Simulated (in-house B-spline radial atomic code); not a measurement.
Radial electron density of Re²⁺, [Xe] 4f14 5d5. Computed with a B-spline radial code for spherical atoms: scalar-relativistic (X2C) wB97X, spin-polarised, spherical fractional occupations, Fermi nucleus of rms radius 5.3698 fm.

One-electron X2C: radii and densities carry no picture-change correction, so inner-shell <1/r> comes out high (for 1s by about 2 % at Z = 33, 5 % at 54, 10 % at 75, 30 % at 118) and <r> low.

Columns: r (bohr), 4πr²n(r) (electrons per bohr), bar.

```
 0.00033    2.936 #
0.000409    3.964 #
0.000506    5.319 ##
0.000627    7.129 ##
0.000776    9.499 ###
0.000961     12.6 ####
 0.00119    16.62 #####
 0.00147    21.69 #######
 0.00182    28.12 #########
 0.00226    36.15 ###########
  0.0028    45.69 ###############
 0.00346    56.57 ##################
 0.00428    68.58 ######################
  0.0053    80.96 ##########################
 0.00657    92.47 #############################
 0.00813    101.3 ################################
  0.0101      106 ##################################
  0.0125    105.3 #################################
  0.0154    100.2 ################################
  0.0191    93.33 ##############################
  0.0237    90.37 #############################
  0.0293    96.46 ###############################
  0.0363    112.4 ####################################
  0.0449    130.6 #########################################
  0.0556    138.6 ############################################
  0.0688    129.1 #########################################
  0.0852    111.7 ###################################
   0.106    106.9 ##################################
   0.131    119.8 ######################################
   0.162    126.2 ########################################
     0.2      105 #################################
   0.248    73.59 #######################
   0.307    66.65 #####################
    0.38    77.37 #########################
   0.471    73.39 #######################
   0.583    50.73 ################
   0.722    29.93 ##########
   0.893    20.24 ######
    1.11    15.37 #####
    1.37    10.54 ###
     1.7    5.898 ##
     2.1    2.818 #
     2.6    1.136 
    3.22   0.3595 
    3.98  0.08387 
    4.93  0.01298 
    6.11 0.001105
```

On this grid the curve has 4 maxima, near 0.0101, 0.0556, 0.162, 0.38 bohr.

The 5d up radial function P(r) = rR(r), positive near the nucleus:

| r (bohr) | P |
| --- | --- |
| 0.00657 | 0.000939 |
| 0.0101 | 0.002881 |
| 0.0154 | 0.008382 |
| 0.0237 | 0.02357 |
| 0.0363 | 0.0596 |
| 0.0556 | 0.1295 |
| 0.0852 | 0.2196 |
| 0.131 | 0.2339 |
| 0.2 | 0.0293 |
| 0.307 | -0.3059 |
| 0.471 | -0.2961 |
| 0.722 | 0.2253 |
| 1.11 | 0.7447 |
| 1.7 | 0.7786 |
| 2.6 | 0.4451 |
| 3.98 | 0.1289 |
| 6.11 | 0.01486 |
